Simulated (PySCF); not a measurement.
Al(Cl)(Me)(NCO) (C₂H₃AlClNO), SMILES [Al]([Cl])([CH3])[N]=C=O. Atoms are numbered in the order given.

```xyz
9

Al    -0.3667     0.5095    -0.3225
Cl    -2.1281    -0.6563    -0.2705
C     -0.3107     2.2905    -1.0911
H      0.4673     2.3499    -1.8806
H     -0.0394     3.0373    -0.3155
H     -1.2820     2.5870    -1.5331
N      1.0867    -0.2403     0.3916
C      2.0408    -0.8006     0.8900
O      2.9765    -1.3373     1.3732
```
Charge 0, spin multiplicity 1.

Coordinates come from a PBE-D3(BJ)/def2-SVP optimisation. The structure was generated by enumeration; whether it is a known compound was not checked. Other conformers were not sampled.

Method: PBE/def2-TZVP in PySCF.

ESP charges are fitted to the potential on shells at 1.4 to 2.0 van der Waals radii. Atomic charges (e):

| atom | Mulliken | meta-Löwdin | Löwdin | ESP fit |
|---|---|---|---|---|
| Al1 | 0.48 | 0.90 | -0.20 | 0.89 |
| Cl2 | -0.23 | -0.31 | 0.30 | -0.30 |
| C3 | -0.55 | -0.65 | -0.48 | -0.72 |
| H4 | 0.15 | 0.14 | 0.15 | 0.18 |
| H5 | 0.15 | 0.14 | 0.15 | 0.18 |
| H6 | 0.16 | 0.14 | 0.15 | 0.15 |
| N7 | -0.20 | -0.48 | 0.08 | -0.60 |
| C8 | 0.24 | 0.45 | -0.34 | 0.55 |
| O9 | -0.19 | -0.33 | 0.19 | -0.33 |
